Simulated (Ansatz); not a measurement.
The first iterations of a band of CH4BNO (8 atoms, charge 0, multiplicity 1).

Theory: UHF/6-31G (Ansatz 0.2.0).

```yaml
movable_images: 5
climbing_image: yes
spring: 5.0 eV/Å²
optimiser: quadratic models (default)
start_path: through a guess of the saddle point
force_threshold: 0.05 eV/Å
iteration_limit: 60
end_points: relaxed
```

Image 0:

```xyz
8
Properties=species:S:1:pos:R:3
N -0.234 1.230 0.171
B 0.544 0.150 -0.214
C -0.088 -1.303 -0.043
O -1.239 -1.454 0.412
H 0.065 2.175 0.107
H -1.151 1.100 0.538
H 1.637 0.296 -0.652
H 0.467 -2.194 -0.319
```

Image 6:

```xyz
8
Properties=species:S:1:pos:R:3
N -0.083 1.413 0.120
B 0.699 0.240 -0.271
C -0.071 -1.038 -0.034
O -1.308 -1.019 0.471
H 0.321 2.329 0.012
H -1.611 -0.126 0.649
H 1.798 0.242 -0.719
H 0.256 -2.040 -0.228
```

| iteration | highest image above the first end (eV) | largest band force component (eV/Å) |
| --- | --- | --- |
| 1 | 5.570 | 5.355 |
| 2 | 2.970 | 6.275 |
| 3 | 2.423 | 5.487 |
| 4 | 2.447 | 2.339 |
| 5 | 2.476 | 0.862 |

Task: Does the band converge within its limit, and where does its top end?

Result: The run converged. It ended after 16 iterations with the highest image 2.466 eV above the first end. Neighbouring images differ by up to 1.4 eV, so the band resolves the path poorly. A vibrational analysis at the climbing image gives one clearly imaginary mode, 1112i cm⁻¹: a first-order saddle point. Limits of this set-up: no polarisation functions.

Run time: 69 s on 1 thread of Arm Neoverse V1 (shared host), peak memory 0.11 GiB.
